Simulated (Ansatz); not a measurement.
(1) Predict a relaxed structure of LiI₂⁻ (the lowest singlet isomer of a short search), charge -1, singlet, at r2SCAN-D4/def2-TZVPD (Ansatz).

## Answers

(1) 
| atom | x (Å) | y (Å) | z (Å) |
| --- | --- | --- | --- |
| Li1 | 0.000 | 0.000 | 0.001 |
| I2 | -2.243 | 1.115 | -0.472 |
| I3 | 2.244 | -1.115 | 0.472 |
Point group D∞h (tolerance 0.1 Å). This is one stationary point.

In the def2 sets I takes a core potential; there is no spin–orbit coupling. The structure comes from a short search, and lower isomers may exist.
